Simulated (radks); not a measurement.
Results of a calculation; reference values are marked as such.
Excited configurations of Br III: one electron is placed in a higher orbital outside [Ar] 3d10 4s2 4p2. The ground configuration is [Ar] 3d10 4s2 4p3. Code: a radial shooting solver on a logarithmic mesh with Libxc functionals. Model: non-relativistic Kohn-Sham, LDA (Slater exchange, Perdew-Wang correlation), spin-polarised, spherical densities, point nucleus; open shells are filled with parallel spins first. Excitation = E - E(ground); binding = E(ion) - E, where the ion is the core of charge +3; n* = 3/sqrt(2 binding) in atomic units, and the quantum defect is n - n*.

outer orbital  excitation (eV)  binding (eV)     n*  quantum defect  eigenvalue (eV)  <r> (bohr)
4f                      26.760         8.367  3.826           0.174           -6.600       5.196
5s                      17.979        17.148  2.672           2.328          -14.617       3.741
6f                      31.226         3.901  5.603           0.397           -3.319       14.17
7p                      30.072         5.055  4.922           2.078           -4.391       12.22

Estimate the row for 6p.

Answer. excitation (eV) 27.310; binding (eV) 7.817; n* 3.958; quantum defect 2.042; eigenvalue (eV) -6.724; <r> (bohr) 7.805. The Delta-SCF ionisation energy is 35.127 eV (NIST Atomic Spectra Database: 34.87 eV, measured). Self-interaction in the functional shifts the binding energies and quantum defects, so they are the method's values and not measured ones. Open shells are spherical and high-spin; term and fine-structure splittings are not resolved.
